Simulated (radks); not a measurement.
Q: The mean radii <r> (bohr) of the occupied orbitals of an atom or ion are listed with their occupations. Method: scalar-relativistic Kohn-Sham, PBE, spin-unpolarised, spherical densities, finite nucleus; Fermi nuclear charge, rms radius of each element as measured or else 0.836 A^(1/3) + 0.57 fm; computed with a radial shooting solver on a logarithmic mesh with Libxc functionals.

| orbital | occ. | <r> |
|---|---|---|
| 1s | 2 | 0.02611 |
| 2s | 2 | 0.1121 |
| 2p | 6 | 0.09821 |
| 3s | 2 | 0.2990 |
| 3p | 6 | 0.2970 |
| 3d | 10 | 0.2736 |
| 4s | 2 | 0.6947 |
| 4p | 6 | 0.7394 |
| 4d | 10 | 0.8366 |
| 5s | 2 | 1.739 |
| 5p | 6 | 2.071 |
| 4f | 1 | 17.30 |

Name the element and its charge.

A: Z = 55, caesium, charge 0: Cs in [Xe] 4f1. The 1s radius gives Z: for a bare nucleus <r> = (2 gamma + 1)/(2Z) with gamma = sqrt(1 - (Z/c)^2), 0.02574 bohr for Z = 55, and screening makes it slightly larger (0.02611 here). The occupations add up to 55, and the charge is Z minus that.
